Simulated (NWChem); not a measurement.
System: BHOCl2; SMILES OB(Cl)Cl

Input file for NWChem:

```
start job
memory heap 200 mb stack 900 mb global 1100 mb
geometry units angstroms
  B      0.374748     0.031460     0.000000
  Cl    -0.473840    -1.517721     0.000000
  Cl    -0.538605     1.524668     0.000000
  O      1.711675     0.092629     0.000000
  H      2.132802    -0.774724     0.000000
end
basis spherical
  * library sto-3g
end
dft
  xc hfexch
  iterations 150
end
driver
  maxiter 120
end
task dft optimize
task dft freq
```

The level has its own optimisation; frequencies are unscaled.

Task: What results follow from this input? (Hartree-Fock/STO-3G.) Quantities: r B–O (Å); r H–O (Å); highest harmonic frequency (cm⁻¹); lowest (cm⁻¹); zero-point energy (kcal/mol); dipole (D).

Result: 
| Item | Result |
|---|---|
| r B–O (Å) | 1.323 |
| r H–O (Å) | 0.982 |
| highest harmonic frequency (cm⁻¹) | 4315 |
| lowest (cm⁻¹) | 285 |
| zero-point energy (kcal/mol) | 15.5 |
| dipole (D) | 2.97 |
